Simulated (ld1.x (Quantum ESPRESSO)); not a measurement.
**Mn: excitation energies, all-electron against TM**

* Element: Mn (Z = 25)
* Generator: ld1.x (Quantum ESPRESSO) 7.5
* Type: norm-conserving Troullier–Martins (Kleinman–Bylander form)
* Functional: Wu–Cohen
* Relativity: scalar-relativistic
* Frozen core: [Ne] 3s2
* Valence charge: 13
* Reference configuration: 3p6 3d6 4s1 4p0
* Partial waves: 3p (bound): rc 0.95 bohr; 3d (bound): rc 1.60 bohr; 4s (bound): rc 2.10 bohr
* Local potential: the s channel
* Core correction: none

Energies are relative to the spin-unpolarised reference configuration 3p6 3d6 4s1 4p0; without spin polarisation the order of configurations can differ from experiment.

(1) Give the all-electron excitation energy and the error of the potential for: 3p6 3d5 4s2 4p0; 3p6 3d5 4s1 4p0; 3p6 3d5 4s0 4p0; 3p6 3d4 4s0 4p0; 3p6 3d4 4s2 4p1; 3p6 3d6 4s0 4p0; 3p5 3d5 4s2 4p0.

Levels in the configuration 3p6 3d5 4s2 4p0:

```
level  all-electron (eV)  pseudo (eV)
   3p            -54.515      -55.028
   3d             -6.802       -7.078
   4s             -5.138       -5.107
```

Results:

(1)

| valence configuration | charge | ΔE all-electron (eV) | error AE − PS (meV) |
| --- | --- | --- | --- |
| 3p6 3d5 4s2 4p0 | 0 | 0.365 | -139 |
| 3p6 3d5 4s1 4p0 | +1 | 8.811 | -112 |
| 3p6 3d5 4s0 4p0 | +2 | 24.290 | -125 |
| 3p6 3d4 4s0 4p0 | +3 | 56.801 | -634 |
| 3p6 3d4 4s2 4p1 | 0 | 8.211 | -1542 |
| 3p6 3d6 4s0 4p0 | +1 | 7.114 | -15 |
| 3p5 3d5 4s2 4p0 | +1 | 62.279 | -1209 |

These tests converged, but a pseudo level misses the all-electron one widely, so the file describes the atom poorly there or has found another state: 3p6 3d4 4s0 4p0: empty 4p by 2.9 eV. ld1.x printed “convergence not achieved” for 4 of the counted tests; their residual had stalled under 1e-8, short of the target of 1e-14.
